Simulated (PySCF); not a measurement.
Bond curve of RbPb

Set-up: Rb def2-SVP with ECP28, Pb def2-SVP with ECP60; scalar-relativistic core potentials (PySCF 2.14). Energies in eV from Rb + Pb in their ground configurations at the same level. State: ⁴Σ⁻ (quartet), unpaired electrons σ ↑, π ↑↑.

All columns are PBE0. A positive dipole means Rb(−)Pb(+).

```csv
R (Å),E (eV),μ (D),Mulliken charge on Rb (basis-dependent),HOMO (eV),LUMO (eV),Mayer bond order,⟨S²⟩
3.011,-0.865,-8.68,0.55,-3.81,-1.52,0.80,3.75
3.151,-1.040,-9.12,0.54,-3.71,-1.57,0.79,3.75
3.291,-1.133,-9.52,0.53,-3.62,-1.61,0.79,3.75
3.396,-1.164,-9.79,0.53,-3.57,-1.65,0.80,3.75
3.501,-1.172,-10.04,0.52,-3.52,-1.67,0.80,3.75
3.606,-1.162,-10.26,0.51,-3.47,-1.70,0.80,3.75
3.746,-1.129,-10.53,0.50,-3.42,-1.73,0.80,3.75
3.921,-1.066,-10.81,0.48,-3.37,-1.76,0.80,3.75
4.131,-0.974,-11.05,0.46,-3.33,-1.82,0.79,3.75
4.411,-0.843,-11.20,0.43,-3.30,-1.91,0.76,3.75
```

A fit through these points gives, at Re = 3.489 Å, μ = -10.01 D and dμ/dR = -2.28 D/Å; the reduced mass is 60.29 u.

Q: How strong is the fundamental in the double-harmonic approximation, I = 42.26·(dμ/dR)²/μred km/mol?

A: I = 42.26·(-2.28)²/60.29 = 3.64 km/mol at PBE0.

These are scalar-relativistic numbers at best; spin–orbit coupling would shift them, the dissociation energy most. The state is the lowest determinant that a PBE0 search found; another state may lie lower at other levels.
